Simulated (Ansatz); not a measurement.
ClZn, doublet, at a GFN2-xTB geometry (such geometries of metal compounds can be far from the true shape) (the spin is typed, not shown lowest); Ansatz (a first-principles code) with SVWN5/def2-SV(P).

Ansatz was given this input:
Ansatz 0.2 input:
```yaml
crystal:
  periodic: [false, false, false]
  atoms:
    - {symbol: Zn, position_ang: [-0.00000000, -0.00000000, -0.79897282]}
    - {symbol: Cl, position_ang: [0.00000000, 0.00000000, 1.40995204]}
basis:
  gaussian:
    orbitals: def2-SV_P_.json
hamiltonian:
  xc: {name: SVWN5}
magnetization: {spin_polarized: true, initial_magnetization: 1}
```
The basis file holds def2-SV(P) in the JSON format of the Basis Set Exchange.

Output, abridged:

```
Functional definition: SVWN5
420 factors; integrals over basis functions are off by at most 7.0e-4 eV
mean field evaluation 1: about -60810.4679 eV, gradient 2.4e1 eV
mean field evaluation 2: about -60793.0422 eV, gradient 5.6e1 eV
mean field evaluation 4: about -60812.4636 eV, gradient 3.0e0 eV
mean field evaluation 8: about -60812.5005 eV, gradient 1.4e-2 eV
mean field -60812.50052349 eV, -2234.8181740450 hartree, gradient 1.8e-5 eV, S^2 0.751072; 0 other end points of the search recorded, 0 dependent functions left out
reference -60812.50055794 eV, -2234.8181753108 hartree; 24, 23 occupied and 18, 19 virtual orbitals, 420 factors
Total energy: -60812.50055794 eV, -2234.8181753108 hartree
```
